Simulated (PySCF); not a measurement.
How methods differ on the excitation energy of S

S [Ne] 3s2 3p4 (3P) → S [Ne] 3s1 3p5 (3P), as a difference of total energies. All numbers are calculated (PySCF 2.14, no relativity, point nucleus, in aug-cc-pwCVQZ). Correlated levels: valence: [Ne] frozen; valence and next inner shell: 1s2 frozen; nothing frozen. The calculations carry no spin-orbit coupling.

Question: Order these methods by the excitation energy they give, lowest first.
A. r2SCAN
B. PW91
C. UHF
D. MP2 (valence and next inner shell)

Answer: B (9.930 eV), A (10.105 eV), D (10.404 eV), C (11.467 eV).

For comparison: 8.928 eV (measured; NIST levels, between the centres of gravity of the two terms).
